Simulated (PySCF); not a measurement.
Lowest singlet excitation (eV) of eight silicon and germanium compounds: TDA-PBE beside TDA-CAM-B3LYP, computed with PySCF for isolated molecules in the bases named; differences from unrounded values. The eight are the first of their class met in an unordered collection, after screening for sound electronic states; none was chosen by its value. Each molecule has one DFT geometry for both levels.

| molecule | basis | TDA-CAM-B3LYP | TDA-PBE | difference |
|---|---|---|---|---|
| CH4ClNOSi2, SMILES Cl[Si@H]1OC=N[SiH2]1 | def2-SVPD | 5.06 | 4.42 | -0.64 |
| C2H13NSi3, SMILES [SiH2]([Si@H](C)C[SiH3])N | def2-SVPD | 5.92 | 4.97 | -0.95 |
| C3H5NOSi, SMILES O[Si@@H]1C=CC=N1 | def2-SVPD | 3.68 | 3.03 | -0.65 |
| C2H9FOSi2, SMILES C[C@H]([SiH3])[Si@H](O)F | def2-SVPD | 7.88 | 6.61 | -1.27 |
| CH4F2SeSi, SMILES [Si](F)(C)(F)[SeH] | def2-SVPD | 5.52 | 5.28 | -0.24 |
| GeF3Br, SMILES [F][Ge]([F])([F])[Br] | def2-SVPD | 5.95 | 5.27 | -0.68 |
| N-silylprop-2-yn-1-amine (C3H7NSi), SMILES C#CCN[SiH3] | def2-SVPD | 6.16 | 5.25 | -0.91 |
| C3H6O2Si, SMILES [C@H]1([SiH2]O)OC=C1 | def2-SVPD | 6.06 | 4.91 | -1.15 |

TDA-PBE lies below TDA-CAM-B3LYP in 8 and above it in 0 of the eight; the mean signed difference is -0.81 and the largest -1.27 eV.
